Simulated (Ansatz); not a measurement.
FH$_{3}$SeSi (`F[SiH2][SeH]`). Charge 0, multiplicity 1.

Z-matrix (Å, degrees):
```
Si
Se 1 2.258
F 1 1.598 2 112.3
H 1 1.479 2 110.7 3 -119.2
H 1 1.479 2 106.0 3 117.8
H 2 1.469 1 92.7 3 77.5
```

Q: What are the harmonic wavenumbers in cm⁻¹ at PBE0-D4/def2-TZVP (Ansatz, finite differences of forces, unscaled)? (Best estimate.)

A: The calculation gave: 187, 210, 410, 487, 707, 767, 867, 901, 938, 2258, 2273, 2444.

Q: Is this a minimum?

A: Yes, all 12 modes are real.

Q: Give the ideal-gas thermochemistry at 298.15 K and 1 bar (rigid rotor, harmonic oscillator; point group C1, symmetry number 1).

A: Zero-point energy 74.4 kJ/mol; H(298) − E = 89.7 kJ/mol; entropy 305.5 J/(mol·K), of which translation 169.5, rotation 107.3, vibration 28.8; G(298) − E = -1.4 kJ/mol.

Q: Rotational constants (cm⁻¹)?

A: 0.6219, 0.07796, 0.0723.
